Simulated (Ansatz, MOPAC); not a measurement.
Molecule: TlI (charge 0, singlet). SMILES: [I][Tl]

Atoms: Tl1, I2. Bonds: Tl1-I2.

Bond lengths (Å) and angles (degrees) optimised at MNDO with MOPAC; B3LYP/LANL2DZ with Ansatz (a first-principles code); MP2/LANL2DZ with Ansatz, each started from the B3LYP-D3(BJ)/def2-TZVP structure (Ansatz) of the last column. A row stands for all coordinates that are equal there.

```
coordinate   MNDO  B3LYP/LANL2DZ  MP2/LANL2DZ  B3LYP-D3(BJ)/def2-TZVP
----------  -----  -------------  -----------  ----------------------
Tl1-I2      2.747          3.056        3.006                   2.876
```

Mean signed difference of all 1 bond lengths from B3LYP-D3(BJ)/def2-TZVP: MNDO -0.129 Å, B3LYP/LANL2DZ 0.179 Å, MP2/LANL2DZ 0.130 Å.
